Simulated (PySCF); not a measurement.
## Electron correlation in Cu⁺ (copper, charge +1)

[Ar] 3d9 4s1, high-spin 3D determinant (an excited configuration). Computed with PySCF 2.14 in x2c-TZVPPall (6s5p4d2f1g, 64 functions), with scalar relativity by spin-free X2C-1e. Frozen: [Ne]; 18 electrons correlated.

```tsv
level	correlation energy (mhartree)
CCSD	-631.49
(T)	-12.16
CCSD(T)	-643.65
```

Diagnostics: T1 = 0.011, D1 = 0.0284, largest double amplitude 0.017.

Cost of the coupled-cluster step: of the order of 22 core-seconds, for 18 correlated electrons.

This basis was not built for core-valence correlation, so the inner-shell part is incomplete.
